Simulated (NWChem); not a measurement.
System: GeHSBr, singlet; SMILES [Ge]([Br])[SH]

Input file for NWChem:

```
start job
memory heap 200 mb stack 900 mb global 1100 mb
geometry units angstroms
  Ge     0.816327    -0.619150     0.000000
  Br    -0.259342     1.470559     0.000000
  S     -1.051786    -1.850299     0.000000
  H     -0.370599    -3.021045     0.000000
end
basis spherical
  * library 6-31g*
end
dft
  xc hfexch
  iterations 150
end
driver
  maxiter 120
end
task dft optimize
task dft freq
```

Low-valent species are run as closed-shell singlets; no triplet was tried in these runs. This build's default masses of Se (78.918 u) and Br (79.917 u) are each other's, which moves their modes by up to 0.6 %.

The level has its own optimisation; frequencies are unscaled.

Problem. What results follow from this input? (Hartree-Fock/6-31G* (spherical d).) Quantities: r Br–Ge (Å); r Ge–S (Å); r H–S (Å); highest harmonic frequency (cm⁻¹); lowest (cm⁻¹); zero-point energy (kcal/mol); dipole (D).

Solution. 
```json
{
  "r Br–Ge (Å)": "2.363",
  "r Ge–S (Å)": "2.237",
  "r H–S (Å)": "1.330",
  "highest harmonic frequency (cm⁻¹)": "2882",
  "lowest (cm⁻¹)": "138",
  "zero-point energy (kcal/mol)": "7.0",
  "dipole (D)": "3.13"
}
```
